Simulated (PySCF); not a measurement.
C₂H₈OSi, SMILES [SiH2](OC)C.

The structure is a stationary point at PBE0-D3(BJ)/def2-SVP. Other conformers were not sampled.

Two levels are set side by side: PBE/def2-TZVP (PySCF) and ωB97X/def2-TZVP (PySCF). Same geometry, gas phase. Differences are taken from unrounded values.

```json
[
 {"quantity": "orbital gap (eV)", "ωB97X": "13.07", "PBE": "6.27", "PBE minus ωB97X": "-6.79"},
 {"quantity": "highest occupied level (eV)", "ωB97X": "-10.40", "PBE": "-6.41", "PBE minus ωB97X": "3.98"},
 {"quantity": "lowest empty level (eV)", "ωB97X": "2.67", "PBE": "-0.14", "PBE minus ωB97X": "-2.81"},
 {"quantity": "dipole moment (D)", "ωB97X": "0.29", "PBE": "0.14", "PBE minus ωB97X": "-0.15"},
 {"quantity": "mean polarisability (bohr³)", "ωB97X": "54.3", "PBE": "57.1", "PBE minus ωB97X": "2.8"}
]
```

PBE's occupied levels lie high since its potential decays too fast outside the molecule; exact exchange lowers them and widens the gap. PBE's more diffuse valence density responds more strongly to a field. Differences between two approximate levels are no errors against the true value.

Rough cost on one machine, each run with all the roots and properties that it gave: ωB97X against PBE within a factor of 2.
